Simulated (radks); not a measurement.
Results of a calculation; reference values are marked as such.
Valence configurations of neutral osmium (all share [Xe]). Code: a radial shooting solver on a logarithmic mesh with Libxc functionals. Model: Dirac Kohn-Sham, PBE, spin-unpolarised, spherical densities, point nucleus; open shells are shared between the two j in proportion to 2j + 1. Energies are relative to 4f14 5d6 6s2; eigenvalues in eV.

| valence | E (eV) | e(4f5/2) | e(4f7/2) | e(5d3/2) | e(5d5/2) | e(6p1/2) |
|---|---|---|---|---|---|---|
| 4f14 5d6 6s2 | 0.000 | -53.399 | -50.594 | -6.901 | -5.854 | - |
| 4f13 5d6 6s2 6p1 | 57.213 | -68.272 | -65.362 | -11.689 | -10.404 | -2.985 |
| 4f12 5d6 6s2 6p2 | 128.63 | -84.044 | -81.027 | -16.767 | -15.245 | -4.190 |
| 4f12 5d5 6s2 6p3 | 142.30 | -89.131 | -86.111 | -20.385 | -18.761 | -5.296 |
| 4f14 5d4 6s2 6p2 | 14.357 | -62.573 | -59.765 | -13.639 | -12.388 | -4.093 |
| 4f14 5d5 6s2 6p1 | 6.049 | -57.937 | -55.131 | -10.317 | -9.167 | -2.968 |
| 4f14 5d6 6s1 6p1 | 5.009 | -55.156 | -52.351 | -8.548 | -7.475 | -2.595 |
| 4f12 5d8 6s2 | 109.14 | -73.955 | -70.941 | -9.130 | -7.813 | - |
| 4f14 5d7 6s1 | 0.308 | -50.972 | -48.168 | -5.316 | -4.344 | - |
| 4f14 5d8 | 1.370 | -48.949 | -46.145 | -3.998 | -3.096 | - |

NIST lists [Xe] 4f14 5d6 6s2 as the ground configuration; this level of theory agrees among the configurations tried. The energies are those of spherical spin-averaged densities, not of single terms.
